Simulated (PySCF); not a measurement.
SMILES C[SiH]([OH+][SiH](C)C)C (C₄H₁₅OSi₂ (cation, charge +1)), GFN2-xTB optimised geometry.

```
22

C     -1.42     0.82     2.35
Si    -1.52     0.74     0.47
C     -1.16     2.34    -0.46
O     -0.08    -0.25     0.00
Si     0.26    -2.02     0.00
C      2.14    -2.02     0.00
C     -0.58    -2.65    -1.57
H     -1.44    -0.16     2.81
H     -2.26     1.39     2.76
H     -0.51     1.32     2.69
H     -2.56    -0.11    -0.09
H     -1.04     2.19    -1.53
H     -1.98     3.04    -0.33
H     -0.26     2.84    -0.09
H      0.66     0.28    -0.32
H     -0.39    -2.37     1.26
H      2.56    -1.48     0.85
H      2.56    -1.59    -0.91
H      2.52    -3.04     0.06
H     -1.64    -2.44    -1.58
H     -0.46    -3.72    -1.67
H     -0.15    -2.20    -2.47
```

Density from CAM-B3LYP/def2-SVP (PySCF 2.14.0) at that geometry.

Minimum of the electron density along straight lines between bonded atoms, close to the bond critical point (lines longer than 1.1 times the sum of covalent radii, or with two minima, are not listed):

| bond | length / Å | ρ at the minimum / e bohr⁻³ | ∇²ρ there / e bohr⁻⁵ | position (fraction from the first atom) |
|---|---|---|---|---|
| C1–Si2 | 1.886 | 0.119 | 0.30 | 0.62 |
| Si2–C3 | 1.889 | 0.118 | 0.29 | 0.38 |
| Si2–O4 | 1.807 | 0.081 | 0.53 | 0.41 |
| O4–Si5 | 1.807 | 0.081 | 0.53 | 0.60 |
| Si5–C6 | 1.889 | 0.118 | 0.29 | 0.38 |
| Si5–C7 | 1.886 | 0.119 | 0.30 | 0.38 |
| C1–H8 | 1.087 | 0.272 | -1.00 | 0.64 |
| C1–H9 | 1.086 | 0.273 | -1.01 | 0.64 |
| C1–H10 | 1.089 | 0.271 | -0.99 | 0.64 |
| Si2–H11 | 1.456 | 0.124 | 0.33 | 0.49 |
| C3–H12 | 1.088 | 0.272 | -1.00 | 0.64 |
| C3–H13 | 1.086 | 0.273 | -1.02 | 0.64 |
| C3–H14 | 1.089 | 0.271 | -0.99 | 0.64 |
| O4–H15 | 0.963 | 0.341 | -2.68 | 0.83 |
| Si5–H16 | 1.456 | 0.124 | 0.33 | 0.49 |
| C6–H17 | 1.088 | 0.272 | -1.00 | 0.64 |
| C6–H18 | 1.089 | 0.271 | -0.99 | 0.64 |
| C6–H19 | 1.086 | 0.273 | -1.02 | 0.64 |
| C7–H20 | 1.087 | 0.272 | -1.00 | 0.64 |
| C7–H21 | 1.086 | 0.273 | -1.01 | 0.64 |
| C7–H22 | 1.089 | 0.271 | -0.99 | 0.64 |
